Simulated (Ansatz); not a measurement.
C8H14O, SMILES `CC(=O)CCC=C(C)C`, 23 atoms. Total charge 0; spin multiplicity 1. Hardware: A = 4 threads of an AMD EPYC 7R13 on a shared host and a share of an NVIDIA H100 80 GB; B = 4 threads of an AMD EPYC 7R13 on a shared host. Correlated methods freeze the cores.

Q: Give the basis size and wall time and peak host memory of each of these runs in Ansatz. RKS r2SCAN-D4/def2-TZVPP energy and forces [A]; RHF-CCSD(T)/def2-SVP energy [A]; RKS PBE0-D4/def2-QZVPP energy [A]; RKS SPW92 (LDA)/def2-TZVPP energy [A]; RKS ωB97M-V/def2-SVP energy [B]; RHF-CCSD(T)/def2-TZVPP energy [A]; RKS ωB97M-V/def2-QZVPP energy [A]; RKS PBE0-D4/def2-TZVP relaxation (18 steps) [A]; RKS PBE0-D4/def2-SVP energy [B]; RKS PBE0-D4/def2-TZVPP energy [A]; RKS B2PLYP (frozen core)/def2-TZVPP energy [A]; direct RPA on PBE orbitals/def2-TZVPP energy [A]. (Best estimate.)

A: The calculation gave: Other jobs shared the machine, so times are rough.

```
                                level                        job  functions  wall time  peak host memory (GiB)
               RKS PBE0-D4/def2-TZVPP                 energy [A]        475      2.5 s                     1.1
           RKS SPW92 (LDA)/def2-TZVPP                 energy [A]        475      2.5 s                     1.1
                 RHF-CCSD(T)/def2-SVP                 energy [A]        196      2.8 s                     1.1
             RKS r2SCAN-D4/def2-TZVPP      energy and forces [A]        475        3 s                     1.1
  RKS B2PLYP (frozen core)/def2-TZVPP                 energy [A]        475      3.6 s                     2.5
               RKS PBE0-D4/def2-QZVPP                 energy [A]        933      4.5 s                     1.5
                 RKS PBE0-D4/def2-SVP                 energy [B]        196      4.9 s                     1.1
direct RPA on PBE orbitals/def2-TZVPP                 energy [A]        475      4.9 s                     2.5
               RKS ωB97M-V/def2-QZVPP                 energy [A]        933        7 s                     1.6
                 RKS ωB97M-V/def2-SVP                 energy [B]        196       14 s                     1.1
               RHF-CCSD(T)/def2-TZVPP                 energy [A]        475       28 s                     1.1
                RKS PBE0-D4/def2-TZVP  relaxation (18 steps) [A]        363       33 s                       1
```
